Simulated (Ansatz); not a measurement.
`[NH2][Al]1[CH2][CH2]1` + HI → `[I][Al]1[CH2][CH2]1` + NH₃ at 700 K and 1 bar (ligand exchange at the Al–N bond).

Isolated molecules relaxed with PBE0-D4/def2-TZVP in Ansatz; ΔE leaves out vibrations. CBS: MP2 limit from def2 TZ/QZ plus the TZ coupled-cluster correction, frozen cores. This one scheme is used for every species. Elements past krypton have def2 core potentials. For I outer-core shells are correlated without core-valence functions, which leaves a few kJ/mol of doubt a bond. One conformer a species, not always the lowest.

```csv
species,CCSD(T)/CBS energy (Eh),H − E (kJ/mol),S (J/(mol·K))
`[NH2][Al]1[CH2][CH2]1`,-376.41160,273.2,415.3
HI,-298.03592,34.6,231.7
`[I][Al]1[CH2][CH2]1`,-617.96594,199.3,419.1
NH₃,-56.50880,116.9,226.5
```

H − E and S are ideal-gas, rigid-rotor, harmonic terms from PBE0-D4/def2-TZVP, for one conformer and one mirror image of each species. 1 Eh = 2625.50 kJ/mol, R = 8.31446 J/(mol·K).

**Question.** By hand: ΔE, ΔH, ΔS and ΔG.

**Answer.** ΔE = (-617.96594) + (-56.50880) − (-376.41160) − (-298.03592) = -0.02722 Eh = -71.5 kJ/mol. Δ(H − E) = 199.3 + 116.9 − 273.2 − 34.6 = 8.4, so ΔH = -63.1 kJ/mol. ΔS = 419.1 + 226.5 − 415.3 − 231.7 = -1.4 J/(mol·K). ΔG = -63.1 − 700 × (-1.4)/1000 = -62.1 kJ/mol.

**Question.** By hand: the equilibrium constant, and the temperature at which ΔG would vanish if ΔH and ΔS stayed fixed.

**Answer.** log₁₀ K = −ΔG/(RT ln 10) = 4.6. ΔG = 0 at ΔH/ΔS = 45071 K, far beyond where these terms or the molecules hold.

The number of gas molecules stays the same, so ΔS is small and ΔH decides. A doubt of 5 kJ/mol in ΔE shifts log₁₀ K by 0.4 here. Other conformers and mirror images would add mixing entropy, several J/(mol·K) or more a flexible species. These are equilibria of isolated gas molecules and say nothing of rates. Largest T1 diagnostic: 0.011 (customary marks: 0.02 for closed shells, 0.045 for open ones).
